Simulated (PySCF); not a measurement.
Molecule: SMILES C=Cc1ccncc1, C₇H₇N.

Numbering as in the mapped SMILES `[CH2:1]=[CH:2][c:3]1[cH:4][cH:5][n:6][cH:7][cH:8]1`. Hydrogens are named by the atom that carries them. Ha(C1) is cis to C3; Hb(C1) is trans to C3.

Spin–spin couplings on one PBE0-D3(BJ)/def2-SVP geometry, PySCF 2.14, gas phase, non-relativistic, equivalent pairs averaged (spin–dipole term only in couplings to heteroatoms); isotopes ¹H; functional B3LYP.

Reference values (Hz): ³J(H(C2),Hb(C1)) = 10.8 (measured; solution (compiled); Pretsch, Buehlmann, Badertscher, Structure Determination of Organic Compounds, 4th ed., Springer 2009); ³J(H(C2),Ha(C1)) = 17.6 (measured; solution (compiled); Pretsch, Buehlmann, Badertscher, Structure Determination of Organic Compounds, 4th ed., Springer 2009); ²J(Hb(C1),Ha(C1)) = 0.7 (measured; solution (compiled); Pretsch, Buehlmann, Badertscher, Structure Determination of Organic Compounds, 4th ed., Springer 2009).

Q: How do the couplings (Hz) change with the basis set? Times are CPU seconds on shared hosts with different chips, so compare them loosely. Far from the basis limit: 6-31G-J, pcJ-0, 6-31G*, def2-TZVP.

A: 
```
basis set  functions  ³J(H(C2),Hb(C1))  ³J(H(C2),Ha(C1))  ²J(Hb(C1),Ha(C1))  mean abs. error  core-s
  6-31G-J        124              13.4              18.9               -2.1              1.8      20
    pcJ-0        125              11.2              17.6               -0.6              0.2      29
   6-31G*        126              10.9              16.1               -1.5              0.8      21
    pcJ-1        286              12.3              19.0                0.6              1.0     110
def2-TZVP        290               9.9              15.8                1.7              1.2      74
```

Errors compare magnitudes, without vibrational corrections, and the largest couplings weigh most in the mean. Closest: pcJ-0; furthest: 6-31G-J.

The Fermi-contact term samples the wavefunction at the nucleus, which is why sets with added tight s functions (names with J) are made for couplings. Agreement of an ordinary basis with the reference is then largely a cancellation of errors.
